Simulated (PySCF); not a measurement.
Species: C3H12N2OSi.
Geometry (GFN2-xTB, Å), atoms numbered from 1 in this order:
```xyz
19
C3H12N2OSi angstrom
C      1.451   -1.065   -0.858
C      0.691    0.237   -0.616
C      1.488    1.133    0.327
Si    -1.071   -0.090    0.032
N     -1.856    1.442    0.217
N     -0.933   -0.977    1.513
O     -1.960   -1.017   -0.990
H      1.516   -1.641    0.062
H      0.949   -1.674   -1.608
H      2.463   -0.862   -1.209
H      0.615    0.757   -1.577
H      0.949    2.056    0.526
H      2.458    1.383   -0.103
H      1.659    0.626    1.274
H     -2.812    1.427    0.535
H     -1.777    2.100   -0.542
H     -0.370   -0.572    2.242
H     -1.783   -1.338    1.916
H     -1.686   -1.916   -1.150
```

Computed at PBE0/pcSseg-1 (PySCF, non-relativistic), with Q(14N) = 0.02044 b, Q(17O) = −0.0256 b: N5, 14N (I = 1): χzz = -4.394 MHz, η = 0.377; O7, 17O (I = 5/2): χzz = -8.991 MHz, η = 0.452.

Question: Find the zero-field quadrupole resonance frequencies of 14N at N5.

Answer: From ν± = (3/4)|χ|(1 ± η/3) and ν0 = |χ|η/2: ν+ 3.710 MHz, ν− 2.881 MHz, ν0 0.829 MHz (silicon-bound nitrogen).

Question: Where would the pure quadrupole (NQR) lines of 17O at O7 fall for the rigid, isolated species?

Answer: From the eigenvalues of H = χ/[4I(2I − 1)] × [3Iz² − I(I + 1) + η(Ix² − Iy²)], steps between neighbouring levels, labelled as for η = 0: ±1/2↔±3/2 1.620 MHz, ±3/2↔±5/2 2.600 MHz (silanol oxygen).

In a crystal, neighbours and librations shift these lines. GFN2-xTB bond lengths can be off by several hundredths of an ångström, more for odd bonds, and the gradients follow them. These gradients aren't converged with respect to the basis.

One conformer stands for the species.
